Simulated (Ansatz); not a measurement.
`[SiH3]/N=C/Cl`, 8 atoms. The species carries charge 0 and has multiplicity 1. All runs use 2 threads of an Arm Neoverse V2 on a shared host. Correlated methods freeze the cores.

**Question.** Give the basis size and wall time and peak host memory of each of these runs in Ansatz. RHF-CCSD(T)/def2-SVP energy; RKS B3LYP-D4/def2-TZVPP energy and forces; RKS PBE0-D4/def2-QZVPP energy; RKS PBE-D4/def2-TZVPP energy and forces; RKS PBE0-D4/def2-TZVP relaxation (7 steps); RHF-MP2/def2-QZVPP energy; RKS BLYP-D4/def2-TZVPP energy; RHF-CCSD(T)/def2-TZVPP energy; RKS ωB97M-V/def2-SVP energy; RKS PBE0-D4/def2-TZVP frequencies; direct RPA on PBE orbitals/def2-TZVPP energy; RKS ωB97M-V/def2-QZVPP energy. (An estimate is asked.)

**Answer.** The calculation gave: Other jobs shared the machine, so times are rough.

```csv
level,job,functions,wall time,peak host memory (GiB)
RKS BLYP-D4/def2-TZVPP,energy,202,1.9 s,0.22
RHF-CCSD(T)/def2-SVP,energy,84,1.9 s,0.24
RKS PBE-D4/def2-TZVPP,energy and forces,202,2.3 s,0.22
direct RPA on PBE orbitals/def2-TZVPP,energy,202,4 s,0.36
RKS B3LYP-D4/def2-TZVPP,energy and forces,202,4 s,0.45
RKS ωB97M-V/def2-SVP,energy,84,4.9 s,0.22
RKS PBE0-D4/def2-QZVPP,energy,374,7 s,1
RHF-MP2/def2-QZVPP,energy,374,16 s,1.5
RKS ωB97M-V/def2-QZVPP,energy,374,17 s,1.2
RKS PBE0-D4/def2-TZVP,relaxation (7 steps),160,22 s,0.33
RHF-CCSD(T)/def2-TZVPP,energy,202,52 s,2.4
RKS PBE0-D4/def2-TZVP,frequencies,160,90 s,0.33
```

B3LYP here is the variant with VWN-RPA as its local correlation; programs differ in this.
